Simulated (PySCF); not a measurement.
Compound: C12H14O2.
Atom-mapped SMILES: `[CH3:1][C:2](=[O:3])[O:4][C@@H:5]1[CH2:6][CH2:7][c:8]2[cH:9][cH:10][cH:11][cH:12][c:13]2[CH2:14]1` (hydrogens: H15, H16, H17 on C1; H18 on C5; H19, H20 on C6; H21, H22 on C7; H23 on C9; H24 on C10; H25 on C11; H26 on C12; H27, H28 on C14)

Computed, not measured: PBE0-D3(BJ)/def2-SVP geometry optimisation, gas phase (PySCF 2.14.0).

**Question.** What internal coordinates does the optimisation give?

**Answer.** 
| bond | length (Å) |
| --- | --- |
| C1–C2 | 1.501 |
| C2=O3 | 1.203 |
| C2–O4 | 1.341 |
| O4–C5 | 1.429 |
| C5–C6 | 1.513 |
| C6–C7 | 1.521 |
| C7–C8 | 1.509 |
| C8–C9 | 1.401 |
| C9–C10 | 1.390 |
| C10–C11 | 1.395 |
| C11–C12 | 1.390 |
| C12–C13 | 1.400 |
| C13–C14 | 1.509 |
| C5–C14 | 1.518 |
| C8–C13 | 1.405 |
| C1–H15, C1–H16, C1–H17 | 1.098 |
| C5–H18 | 1.103 |
| C6–H19 | 1.100 |
| C6–H20 | 1.103 |
| C7–H21 | 1.101 |
| C7–H22 | 1.105 |
| C9–H23 | 1.094 |
| C10–H24 | 1.093 |
| C11–H25 | 1.093 |
| C12–H26 | 1.094 |
| C14–H27 | 1.100 |
| C14–H28 | 1.105 |

Bonds in one row agree within 0.01 Å and their mean is given. A selection of angles:
| angle | degrees |
| --- | --- |
| C1–C2–O3 | 125.4 |
| C1–C2–O4 | 110.9 |
| O3–C2–O4 | 123.6 |
| C2–O4–C5 | 117.3 |
| O4–C5–C6 | 108.0 |
| O4–C5–C14 | 110.2 |
| C6–C5–C14 | 110.9 |
| C5–C6–C7 | 109.7 |
| C6–C7–C8 | 113.3 |
| C7–C8–C9 | 119.8 |
| C7–C8–C13 | 121.1 |
| C9–C8–C13 | 119.1 |
| C8–C9–C10 | 121.4 |
| C9–C10–C11 | 119.5 |
| C10–C11–C12 | 119.6 |
| C11–C12–C13 | 121.3 |
| C12–C13–C14 | 119.5 |
| C8–C13–C12 | 119.1 |
| C8–C13–C14 | 121.4 |
| C5–C14–C13 | 113.0 |

Dihedral angles: C1–C2–O4–C5 -179° (antiperiplanar); C2–O4–C5–C6 -156° (antiperiplanar); O4–C5–C6–C7 176° (antiperiplanar); C5–C6–C7–C8 48° (synclinal); C6–C7–C8–C9 163° (antiperiplanar); C12–C13–C14–C5 164° (antiperiplanar); O4–C5–C14–C13 167° (antiperiplanar).

The 6-membered ring C5–C6–C7–C8–C13–C14 has internal angles of 109.7° to 121.4° (sum 689°, against 720° for a flat polygon); it is puckered, 0.20 Å rms from its mean plane, widest ring torsion 63°. The 6-membered ring C8–C9–C10–C11–C12–C13 has internal angles of 119.1° to 121.4° (sum 720°, against 720° for a flat polygon); it is planar, 0.00 Å rms from its mean plane, widest ring torsion 0°. Of the pairs four or more bonds apart, O3···H18 is among the closest relative to their van der Waals radii: 2.37 Å, 87 % of the sum of Bondi's values. The C–O distances run from 1.203 Å (C2=O3, drawn double) to 1.429 Å (O4–C5, drawn single), a spread of 0.226 Å. The C–C distances run from 1.390 Å (C11–C12, aromatic) to 1.521 Å (C6–C7, drawn single), a spread of 0.131 Å.

Point group: C1 (no symmetry element, even within 0.4 Å). No frequency check. The numbers are those of one conformer.
